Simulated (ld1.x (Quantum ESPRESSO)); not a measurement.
Configuration tests for W (Z = 74) (PAW)

tungsten (W), PAW, made with ld1.x (Quantum ESPRESSO) 7.5 (LDA (PZ), non-relativistic). Core [Kr] 4d10 4f14, reference 5s2 5p6 5d4 6s0.5 6p0 (charge +1.5). Waves: 5s (bound): rcut 1.65, rcutus 1.75 bohr; 6s (bound): rcut 1.65, rcutus 1.75 bohr; 5p (bound): rcut 2.15, rcutus 2.45 bohr; 6p (bound, empty): rcut 2.15, rcutus 2.45 bohr; 5d (bound): rcut 2.20, rcutus 2.75 bohr; 5d channel at 1.35 Ry: rcut 2.20, rcutus 2.75 bohr; 5f channel at 0.2 Ry: rcut 2.80, rcutus 3.05 bohr; 5f channel at 1 Ry: rcut 2.80, rcutus 3.05 bohr. Local part: all-electron potential smoothed inside 2.75 bohr (lloc = -1). Core correction: Bessel-smoothed model core inside 1.00 bohr. Augmentation charge: PSQ, inside the norm-conserving radii.

Energies are relative to the spin-unpolarised reference configuration 5s2 5p6 5d4 6s0.5 6p0; without spin polarisation the order of configurations can differ from experiment. Spin-polarised rows fill each open shell by Hund’s rule, majority spin first.

```tsv
valence configuration	charge	ΔE all-electron (eV)	error AE − PS (meV)
5s2 5p6 5d4 6s2 6p0	0	-14.195	-2.4
5s2 5p6 5d4 6s1 6p0	+1	-6.292	-0.4
5s2 5p6 5d4 6s0 6p0	+2	7.924	-0.6
5s2 5p6 5d3 6s0 6p0	+3	34.366	-12
5s2 5p6 5d4.5 6s1.5 6p0	0	-14.581	-4.4
5s2 5p6 5d4 6s0 6p1	+1	-2.140	-0.1
5s2 5p6 5d4 6s0.5 6p0 (spin-polarised)	+1.5	-2.599	-17
5s2 5p6 5d4 6s2 6p0 (spin-polarised)	0	-16.192	-13
```

**Question.** What are ΔE and the potential's error for 5s2 5p5 5d4 6s2 6p0?

**Answer.** ΔE = 32.545 eV all-electron; the error (AE − PS) is -49 meV.

Levels in the configuration 5s2 5p6 5d3 6s0 6p0:

```csv
level,all-electron (eV),pseudo (eV)
5s,-93.379,-93.443
5p,-68.882,-68.933
5d,-32.282,-32.306
```
